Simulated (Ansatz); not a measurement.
TiBr₃, relaxed as a doublet with UKS PBE-D4/def2-SVP in Ansatz, starting from the GFN2-xTB geometry. Force threshold 0.02 eV/Å.

The relaxation made no stability test and no search for a lower SCF solution. No other spin state of charge 0 was run.

Start:

Cartesian coordinates in Å:
```
Ti -0.298 -0.490 -0.047
Br -1.116 1.058 -1.623
Br 1.978 -0.933 -0.463
Br -0.564 0.365 2.132
```

```csv
step,energy (eV),largest force component (eV/Å),SCF passes
1,-233193.5256,0.840,35
2,-233193.6526,0.466,26
3,-233193.7272,0.197,24
4,-233193.7499,0.021,24
5,-233193.7503,0.003,19
```

Force components are those of the run's own axes.

End:

```tsv
atom	x (Å)	y (Å)	z (Å)
Ti1	-0.002	-0.003	0.000
Br2	-1.277	0.942	-1.723
Br3	1.977	-1.152	-0.503
Br4	-0.697	0.213	2.226
```

By distances, no bond broke or formed. The bond that changes most is Ti1–Br2, from 2.36 to 2.34 Å (atoms count from 1).

No frequencies were taken in this run, so the end may be a saddle point.

It took 10 s on 4 threads of Arm Neoverse V1 on a shared host.
